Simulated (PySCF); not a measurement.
# Exercise with solution: chemical shift, span and skew from a shielding tensor

C₃H₅, SMILES C[C]=C (connectivity only; charge and spin as stated), charge +1, multiplicity 1. Atoms are numbered in the order given.

```xyz
8

C      0.0045     1.3691     0.0000
C     -0.0303     0.1057     0.0000
C     -0.0185    -1.2911     0.0000
H     -0.9276     1.9436     0.0000
H      0.9504     1.9176     0.0000
H      1.0768    -1.5063     0.0000
H     -0.4169    -1.7288    -0.9204
H     -0.4169    -1.7288     0.9204
```
Charge +1, spin multiplicity 1.

Geometry: PBE0-D3(BJ)/def2-TZVP. The spin state was assumed, not searched. The isomer is the one that the SMILES or the coordinates give; other isomers of the formula were not compared.

GIAO shieldings from HF/pcSseg-2 in PySCF, non-relativistic, no solvent. The symmetric part of the tensor of C2 has the principal values -274.7, -264.2, -46.7 ppm. The same nucleus in TMS has σ = 193.3 ppm at this level (PySCF, at its B3LYP-D3(BJ)/def2-TZVP geometry).

Q: Work out the isotropic shielding, the ¹³C shift against TMS, the span and the skew.

A: 
σ(iso) = (σ11 + σ22 + σ33)/3 = -195.2 ppm. δ = σ(ref) − σ(iso) = 193.3 − (-195.2) = 388.5 ppm.
Span Ω = σ33 − σ11 = 228.0 ppm. Skew κ = 3(σ(iso) − σ22)/Ω = 0.91. Tumbling in solution averages the tensor to δ; in a static solid the shielding alone would spread this spin-1/2 line over Ω.
